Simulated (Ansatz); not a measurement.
Process, species as SMILES: Br (HBr) → [Br-] + H+
B3LYP-D3(BJ)/def2-TZVP geometries, fixed; electronic energies without zero-point terms.

Energies in hartree at MP2 with Ansatz (a quantum-chemistry and plane-wave program); the deprotonation energy is their sum with the coefficients shown, times 627.509 kcal/mol a hartree; the bare proton counts zero. All functions are spherical. Cores are frozen (with 3d on Ga to Br). No added dispersion term, no relativity.

```csv
species,coefficient,part,aug-cc-pVDZ,aug-cc-pVTZ,aug-cc-pVQZ
Br (HBr),-1,Hartree-Fock,-2572.97373,-2573.04872,-2573.05165
Br (HBr),-1,correlation,-0.13394,-0.17800,-0.19410
[Br-],+1,Hartree-Fock,-2572.46249,-2572.53368,-2572.53603
[Br-],+1,correlation,-0.13060,-0.17478,-0.19264
```

Q: Predict the deprotonation energy in aug-cc-pV5Z (X = 5): let each Hartree-Fock step shrink by the ratio of the last two, and fit each correlation energy at X = 3 and 4 to E + A/X^3. Compare with the run.

A: 
- Br (HBr): steps -0.07499 and -0.00293, ratio 0.039, so Hartree-Fock -2573.05176 (run: -2573.05198); A = (-0.17800 - (-0.19410))/(1/27 - 1/64) = 0.7519, correlation -0.19410 - A/64 + A/125 = -0.19983 (run: -0.20148).
- [Br-]: steps -0.07119 and -0.00235, ratio 0.033, so Hartree-Fock -2572.53611 (run: -2572.53622); A = (-0.17478 - (-0.19264))/(1/27 - 1/64) = 0.8341, correlation -0.19264 - A/64 + A/125 = -0.19900 (run: -0.20081).
Predicted 324.10 kcal/mol; the run in aug-cc-pV5Z gives 324.06, a miss of 0.03. Keeping the value in aug-cc-pVQZ, 324.47, would miss by 0.41. All sums are of the energies as printed.
